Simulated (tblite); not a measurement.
C3H10N2OSi3.
Z-matrix (Å and degrees, GFN2-xTB geometry), rows numbered from 1:
```
C 
N   1  1.2476
Si  2  1.7267  1  130.92
O   3  1.6265  2  116.40  1    -0.44
Si  4  1.6202  3  153.05  2     3.23
C   5  1.8828  4  114.74  3   -56.47
C   6  1.3317  5  115.74  4   122.08
Si  7  1.8828  6  115.52  5    -0.80
N   8  1.7308  7   95.59  6    -2.45
H   1  1.0961  2  124.38  3    -0.12
H   1  1.0883  2  119.35  3   180.00
H   3  1.4566  2  105.70  1  -117.60
H   3  1.4567  2  105.70  1   117.43
H   5  1.4601  4  103.18  3   174.92
H   6  1.0832  5  122.85  4   -58.65
H   7  1.0832  6  121.58  5   179.68
H   8  1.4700  7  113.54  6  -118.47
H   8  1.4673  7  112.94  6   114.06
H   9  1.0039  5  121.11  4    59.50
```

Level: GFN2-xTB in tblite, geometry and Hessian alike; calculated harmonic values, unscaled, isolated species. The method is semi-empirical: single wavenumbers can be off by several per cent or more. Modes of hydrogen on silicon can be 10 to 20 % off. One conformer, not necessarily the lowest.

Harmonic wavenumbers (cm⁻¹): 27.0, 40.1, 56.7, 87.4, 129.8, 148.2, 164.1, 230.0, 304.8, 351.1, 365.3, 373.6, 379.8, 465.7, 483.3, 535.9, 552.9, 572.0, 599.1, 614.1, 630.5, 674.7, 697.4, 709.6, 749.3, 760.6, 767.2, 800.9, 815.2, 826.9, 916.5, 947.3, 1008.7, 1067.5, 1114.5, 1134.5, 1148.8, 1303.6, 1447.6, 1611.7, 1761.5, 2182.5, 2216.8, 2274.3, 2297.3, 2309.0, 2862.1, 2960.7, 3012.3, 3031.6, 3516.6.

A = 1677, B = 695.0, C = 603.7 MHz; mass 174.010 u (most abundant isotopes); point group C1, symmetry number 1.

Task: Zero-point energy?

Result: ½Σν̃ = 27019 cm⁻¹ = 323.22 kJ/mol.

Task: What is S at 273.15 K and 1 bar for an ideal gas of classical rigid rotors and harmonic oscillators?

Result: Translation 171.38, rotation 126.53, vibration 163.54: S = 461.5 J/(mol K).

Task: And Cp and H(273.15 K) − H(0)?

Result: Cp = 194.20 J/(mol K), of which vibrations give 160.94 (their classical limit is 51 R = 424.0); H(273.15 K) − H(0) = 31.58 kJ/mol without the zero-point energy, 22.50 from vibrations.

Task: What must be added to the electronic energy to get the Gibbs energy at 273.15 K and 1 bar?

Result: ZPE + [H(273.15 K) − H(0)] − T·S = 323.22 + 31.58 − 126.05 = 228.75 kJ/mol.

Task: Blend soft modes into free rotors: weight 1/[1 + (100 cm⁻¹/ν̃)⁴] for the oscillator and the rest for a rotor with moment μB/(μ + B), μ = h/(8π²ν), B = 10⁻⁴⁴ kg m². What vibrational entropy results?

Result: 144.28 J/(mol K) in place of 163.54, which changes −T·S at 273.15 K by +5.26 kJ/mol.

Hindered rotation and anharmonicity are outside this model. Other conformers, if any are populated, would add a mixing term that is left out. The structure is chiral; the term R ln 2 for an equal mix with its mirror image is left out.
